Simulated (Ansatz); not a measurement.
Born–Oppenheimer molecular dynamics of AlClH6O2Si2 (12 atoms, charge 0, multiplicity 1). It starts from a relaxed structure.

The calculation used RKS BHLYP-D4/STO-3G (Ansatz 0.2.0).

| Item | Value |
| --- | --- |
| ensemble | NVT, Langevin thermostat |
| time step | 0.5 fs |
| steps asked | 100 |
| set temperature | 1000 K |
| friction | 0.01 /fs |
| seed | 552775 |

First frame:

```xyz
12
Properties=species:S:1:pos:R:3
Al 0.049 -0.332 0.072
Cl -0.679 0.859 1.601
O 1.658 -0.299 -0.261
Si 2.423 -1.192 -1.442
H 1.875 -0.921 -2.742
H 3.811 -0.833 -1.442
H 2.306 -2.601 -1.189
O -0.972 -1.288 -0.787
Si -2.621 -1.466 -0.631
H -2.969 -1.967 0.669
H -3.301 -0.218 -0.837
H -3.058 -2.403 -1.623
```

(1) What does the run give?

(2) What happens to the structure?

(3) How do temperature and energy run in time?

## Answers

(1) All steps were run.

```json
{
  "steps done": "100",
  "time covered": "50 fs",
  "mean temperature over the second half": "605 K",
  "spread of the potential energy over the second half": "11.3 meV per atom",
  "mean potential energy of the second half above the start": "67.7 meV per atom"
}
```

The mean temperature of the second half is 39 % below the set value. A run of 0.05 ps of so small a system gives no equilibrium averages. Limits of this set-up: minimal basis.

(2) The same pairs are bonded in the first frame and the last. Pairs count as bonded within 1.25 times the sum of covalent radii (0.12 Å more for H–H). The details hang on the random start.

(3) 
```tsv
time (fs)	T (K)	potential energy less start (eV)
0	917	0.000
2.5	572	0.527
5	641	0.420
7.5	459	0.801
10	557	0.842
12.5	806	0.576
15	598	0.829
17.5	784	0.513
20	514	0.859
22.5	658	0.805
25	720	0.618
27.5	514	0.945
30	721	0.586
32.5	521	0.951
35	499	0.888
37.5	571	0.725
40	555	0.869
42.5	830	0.566
45	569	0.958
47.5	557	0.961
50	694	0.749
```

Run time: 5.5 min on 1 thread of Intel(R) Xeon(R) Platinum 8375C CPU @ 2.90GHz (Ice Lake), on a shared host, peak memory 0.16 GiB.
